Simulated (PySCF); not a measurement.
System: sum formula Si₂H₂F₃, net charge -1, singlet state. It need not be the lowest isomer of its formula. Whether it binds its extra electron was not tested at this geometry. SMILES: F[SiH-][SiH](F)F
Coordinates optimised at B3LYP-D3(BJ)/def2-TZVP (Ansatz):
```
Si
F 1 1.6393
F 1 1.6402 2 101.74
H 1 1.5102 2 102.27 3 103.21
Si 1 2.3920 4 124.16 3 128.91
F 5 1.6998 1 97.47 4 -43.10
H 5 1.5478 6 98.47 1 -87.52
```
Charge -1, spin multiplicity 1.

Dispersion corrections to the total energy (kcal/mol) from the dftd3 and dftd4 libraries through PySCF: D3(BJ) without and D4 with the three-body term, each with the damping fitted for the functional named.

| functional | D3(BJ) | D4 |
|---|---|---|
| BP86 | -5.83 | -5.70 |
| HF | ___ | -14.06 |
| B2GP-PLYP | -3.39 | -1.77 |
| BLYP | -7.32 | ___ |
| B3LYP | -6.09 | -6.78 |
| B2PLYP | -3.08 | -2.89 |
| TPSS | -4.19 | ___ |

### Question
What belongs in the gaps?

### Answer

- HF, D3(BJ): -27.12
- BLYP, D4: -9.07
- TPSS, D4: -5.60
